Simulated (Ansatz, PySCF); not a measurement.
Cl2, charge -1, doublet, geometry from GFN2-xTB (a state made from the parent by changing its charge; the spin is typed, not shown lowest). Base run: CCSD(T)/def2-SVP in PySCF.

Here is a job for PySCF.
```python
from pyscf import gto, scf, cc

mol = gto.Mole()
mol.atom = '''
    Cl   -0.00000000   -0.00000000   -1.28417300
    Cl    0.00000000    0.00000000    1.28417300
'''
mol.basis = 'def2-svp'
mol.charge = -1
mol.spin = 1
mol.verbose = 4
mol.build()

mf = scf.UHF(mol)
mf.kernel()

mycc = cc.CCSD(mf)
mycc.kernel()
et = mycc.ccsd_t()
print('E(CCSD(T)) = %.10f' % (mycc.e_tot + et))
```

The same geometry, method and basis name were run in Ansatz (a quantum-chemistry and plane-wave program) and PySCF, at each program's defaults and at the settings that a row names. The base is PySCF at its defaults. Differences at the defaults can come from grids, fitting, cores and function types together.

| code and settings | ΔE vs base (mEh) | basis functions | E (Eh) | SCF cycles |
|---|---|---|---|---|
| PySCF, defaults (exact integrals, spherical functions, all electrons correlated) | 0.000 | 36 | -919.02849 | 9 |
| Ansatz, defaults (factorised integrals, spherical functions, frozen core) | 15.620 | 36 | -919.01287 | - |
| PySCF, frozen core | 15.617 | 36 | -919.01287 | 9 |
| Ansatz, high accuracy, frozen core | 15.617 | 36 | -919.01287 | - |

Open shells are given as the SCF converged; they aren't shown to be the lowest states, and a large step between rows can be another state.
